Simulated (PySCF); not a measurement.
Q: What does the GFN2-xTB structure of `C#CCC(=C)[SiH3]` look like in three dimensions?

A: 
```xyz
14
C5H8Si angstrom
C      2.3080   -1.5622   -0.0670
C      1.6769   -0.6033    0.2706
C      0.9011    0.5616    0.6482
C     -0.3986    0.6106   -0.1181
C     -0.6307    1.5907   -0.9799
Si    -1.6285   -0.7869    0.2056
H      2.8716   -2.4008   -0.3488
H      0.6912    0.5067    1.7219
H      1.4973    1.4600    0.4566
H     -1.5498    1.6471   -1.5395
H      0.0811    2.3827   -1.1677
H     -1.0846   -2.0523   -0.2883
H     -1.8484   -0.8852    1.6536
H     -2.8871   -0.4690   -0.4693
```

Orientation and origin are arbitrary. Atoms count from 1 in this order. The C–C distances run from 1.197 Å (C1≡C2, drawn triple) to 1.510 Å (C3–C4, drawn single), a spread of 0.313 Å. Si6 (SiH3 silicon) is tetrahedral (angles from 108.4° to 110.6°). Of the pairs four or more bonds apart, H9···H11 is among the closest relative to their van der Waals radii: 2.34 Å, 98 % of the sum of Bondi's values.

Bonds between heavy atoms (Å): C1≡C2 1.197, C2–C3 1.450, C3–C4 1.510, C4=C5 1.326, C4–Si6 1.890.

Structure optimised with GFN2-xTB, isolated species.

Point group: C1 (no symmetry element, even within 0.4 Å). GFN2-xTB frequencies: not computed here. One conformer, not necessarily the lowest (C2–C3–C4–C5 -115°).
